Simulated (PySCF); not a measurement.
BI$_{3}$, triplet, geometry from GFN2-xTB (a higher spin typed on purpose: for a closed-shell molecule this is an excited state) (core potentials on I). Base run: DF-M06/def2-SVP run with PySCF.

Input for PySCF:
```python
from pyscf import gto, scf, dft

mol = gto.M(
    atom='''
B    -0.000000   -0.000000    0.000000
I     2.060795   -0.360664   -0.617558
I    -0.765273   -0.908661    1.829487
I    -1.295521    1.269324   -1.211929
''',
    basis='def2-svp',
    ecp={'I': 'def2-svp'},
    charge=0,
    spin=2,
    verbose=4,
)

mf = dft.UKS(mol)
mf.xc = 'm06'
mf = mf.density_fit(auxbasis='def2-universal-jkfit')
mf.kernel()
```

Variants of this job, named by their change:

```csv
change,ΔE vs base (mEh),grid points,electrons on the grid
base,0.000,79920,80.00000
grids.radi_method = delley,0.008,75960,80.00000
grids.level = 0,-26.593,9576,79.99508
grids.prune = off,0.001,146344,80.00000
"grids.atom_grid = (75, 302)",-0.008,53376,80.00000
grids.level = 1,0.585,29264,79.99997
"grids.atom_grid = (30, 110)",-31.788,9720,79.99962
grids.level = 5,-0.001,183624,80.00000
grids.prune = dft.gen_grid.treutler_prune,-0.001,78624,80.00000
grids.level = 4,0.000,122872,80.00000
grids.level = 7,0.000,356272,80.00000
```

Open shells are given as the SCF converged; they aren't shown to be the lowest states, and a large step between rows can be another state.
